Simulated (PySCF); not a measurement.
Compound: p-tolualdehyde, C₈H₈O.
Structure used (PBE0-D3(BJ)/def2-SVP), in Å, numbered top down from 1:
```
atom  x, y, z in Å
C1    -2.554    0.121    0.098
C2    -1.058    0.020    0.061
C3    -0.429   -1.149   -0.397
C4     0.954   -1.261   -0.404
C5     1.746   -0.198    0.047
C6     3.218   -0.313    0.039
O7     3.828   -1.283   -0.338
C8     1.130    0.972    0.502
C9    -0.256    1.079    0.507
H10   -3.019   -0.483   -0.694
H11   -2.893    1.160   -0.015
H12   -2.944   -0.248    1.061
H13   -1.042   -1.981   -0.754
H14    1.454   -2.165   -0.760
H15    3.755    0.595    0.419
H16    1.748    1.805    0.851
H17   -0.730    1.998    0.861
```

Theory: TDDFT CAM-B3LYP/def2-SVPD, vertical, gas phase, core orbitals frozen in the response (PySCF).

Kohn–Sham orbitals with the atoms that hold most of them (Löwdin shares over 4%, at most four atoms; ? is withheld):

| orbital | ε (eV) | atoms |
| --- | --- | --- |
| HOMO-3 | -11.39 | C3 13%, C2 13%, C4 12%, C9 12% |
| HOMO-2 | -9.00 | O7 62%, C6 16%, H15 9%, C5 9% |
| HOMO-1 | -8.96 | ? |
| HOMO | ? | ? |
| LUMO | -0.76 | C6 20%, O7 19%, C2 13%, C5 12% |
| LUMO+1 | 0.41 | C8 19%, C3 19%, C4 16%, C9 16% |
| LUMO+2 | 1.23 | C1 24%, C9 11%, H17 9%, H11 8% |

(1) Give the leading atoms of the HOMO.

(2) Give the leading atoms of the HOMO-1.

(3) What is the HOMO energy, and the HOMO–LUMO gap?

Answers

(1) C5 (bonded to 3 C) 21%; C2 (bonded to 3 C) 20%; C9 (bonded to 2 C and H) 12%; C4 (bonded to 2 C and H) 9%.

(2) C3 (bonded to 2 C and H) 23%; C8 (bonded to 2 C and H) 21%; C4 (bonded to 2 C and H) 19%; C9 (bonded to 2 C and H) 18%.

(3) ε(HOMO) = -8.62 eV; the gap is 7.86 eV (0.2888 hartree).

Q: How does S1 compare with the orbital gap of 7.86 eV?

A: S1 is at 3.93 eV (f = 0.0002), 3.93 eV below the gap, made of HOMO-2→LUMO (88%), HOMO-2→LUMO+4 (10%). Its leading pair isn't HOMO and LUMO; the energies of that pair differ by 8.24 eV. Without the coupling terms of the response equations the lowest excitation would equal the gap.

Q: Give energy, strength and leading configuration of S1, S2, S3, S5 and S6, and follow the Löwdin shares of the leading atoms from the occupied to the empty orbital.

A: 
- S1 (3.93 eV, f 0.0002), HOMO-2→LUMO (88%): O7 62% → 19%, C6 16% → 20%
- S2 (4.99 eV, f 0.011), HOMO-1→LUMO (71%): C3 23% → at most 12%, C8 21% → at most 12%, C6 at most 18% → 20%, O7 at most 18% → 19%
- S3 (5.22 eV, f 0.335), HOMO→LUMO (92%): C5 21% → 12%, C2 20% → 13%, C6 at most 9% → 20%, O7 at most 9% → 19%
- S5 (6.62 eV, f 0.0002), HOMO-2→LUMO+1 (97%): O7 62% → at most 16%, C6 16% → at most 16%, C8 at most 5% → 19%, C3 at most 5% → 19%
- S6 (6.70 eV, f 0.507), HOMO-1→LUMO+1 (85%): C3 23% → 19%, C8 21% → 19%

One conformer stands for the species.
